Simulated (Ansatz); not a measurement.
Sn(CF3)4 (SnC4F12). Charge 0, multiplicity 1. Geometry r2SCAN-D4/def2-SVP.

```xyz
17

Sn   -0.001    0.001    0.000
C     0.614   -0.402    2.080
F     0.800   -1.716    2.281
F    -0.318    0.020    2.948
F     1.764    0.226    2.373
C    -0.006    2.177   -0.362
F    -0.717    2.821    0.577
F    -0.546    2.465   -1.557
F     1.242    2.670   -0.345
C    -2.027   -0.808   -0.332
F    -2.100   -2.093    0.050
F    -2.365   -0.744   -1.629
F    -2.941   -0.118    0.367
C     1.418   -0.966   -1.386
F     2.683   -0.631   -1.090
F     1.180   -0.598   -2.654
F     1.320   -2.304   -1.321
```

In the def2 sets Sn takes a core potential, while STO-3G treats all electrons; there is no spin–orbit coupling.

Q: Estimate the orbital energies around the gap (eV) in Ansatz with HF/STO-3G, PBE-D4/def2-SVP, r2SCAN-D4/def2-TZVP, PBE0-D4/def2-SVP, PBE0-D4/def2-TZVP.

A: 
| orbital | HF/STO-3G | PBE-D4/def2-SVP | r2SCAN-D4/def2-TZVP | PBE0-D4/def2-SVP | PBE0-D4/def2-TZVP |
| --- | --- | --- | --- | --- | --- |
| HOMO−9 | -13.01 | -10.48 | -11.39 | -12.88 | -13.05 |
| HOMO−8 | -13.00 | -10.48 | -11.39 | -12.88 | -13.05 |
| HOMO−7 | -13.00 | -10.48 | -11.39 | -12.83 | -12.95 |
| HOMO−6 | -13.00 | -9.91 | -10.85 | -12.35 | -12.54 |
| HOMO−5 | -13.00 | -9.91 | -10.85 | -12.35 | -12.54 |
| HOMO−4 | -13.00 | -9.91 | -10.85 | -12.35 | -12.54 |
| HOMO−3 | -11.96 | -9.90 | -10.83 | -12.33 | -12.51 |
| HOMO−2 | -9.07 | -7.76 | -8.43 | -9.52 | -9.63 |
| HOMO−1 | -9.07 | -7.76 | -8.42 | -9.51 | -9.62 |
| HOMO | -9.07 | -7.75 | -8.42 | -9.51 | -9.62 |
| LUMO | 7.59 | -1.91 | -2.18 | -1.20 | -1.41 |
| LUMO+1 | 8.24 | -1.16 | -1.36 | -0.55 | -0.76 |
| LUMO+2 | 8.25 | -1.15 | -1.36 | -0.55 | -0.75 |
| LUMO+3 | 8.28 | -1.14 | -1.35 | -0.54 | -0.74 |
| LUMO+4 | 15.71 | 1.21 | 0.91 | 2.09 | 1.56 |
| LUMO+5 | 15.72 | 1.21 | 0.91 | 2.09 | 1.56 |
